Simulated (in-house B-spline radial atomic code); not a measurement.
Values are calculated unless marked as measured or tabulated.
Correlation energy from the adiabatic connection: ω²r²/2, ω = 0.5

Two electrons in a singlet, external potential ω²r²/2, ω = 0.5 (atomic units). Full CI in B-splines (partial waves to l = 8, correlation up to 0.6 % small) with the density held fixed gives W(λ) = <V_ee>_λ − U, and E_c is the integral of W(λ) − W(0) from 0 to 1.

```tsv
λ	W(λ) − W(0) (hartree)
0	0.00000
0.02	-0.00201
0.05	-0.00495
0.12	-0.01150
0.25	-0.02262
0.4	-0.03397
0.6	-0.04702
0.8	-0.05812
1	-0.06766
```

**Question.** Integrate the table by the trapezoid rule.

**Answer.** The strips give -0.00002, -0.00010, -0.00058, -0.00222, -0.00424, -0.00810, -0.01051, -0.01258, which sum to -0.03835 hartree. The direct value, W(1) − W(0) + T_c with T_c = 0.02918, is -0.03848; the curve is convex, so chords lie above it and the trapezoids fall short in size by 0.32 %.

**Question.** Now use only three numbers: W(0) = -0.51512, the initial slope W'(0) = -0.1012 (extrapolated from the first points) and the strong-coupling limit of the point-charge-plus-continuum model, W∞ = -0.70169. What do second-order theory and the interpolation W(λ) = W∞ + (W(0) − W∞)/√(1 + 2χλ) of Seidl, Perdew and Levy give?

**Answer.** Second order keeps the slope alone: E_c = W'(0)/2 = -0.05060, +32 % in size against -0.03848. Matching the slope fixes χ = W'(0)/(W∞ − W(0)) = -0.1012/(-0.18657) = 0.54242. Integrating, with s = √(1 + 2χ) = 1.443900, E_c = −(W(0) − W∞)(s − 1)/(s + 1) = −0.18657 × 0.443900/2.443900 = -0.03389 hartree, -11.9 % in size against the full result. At λ = 1 the formula gives W − W(0) = -0.05736 against -0.06766. Part of the miss can come from the model's W∞.
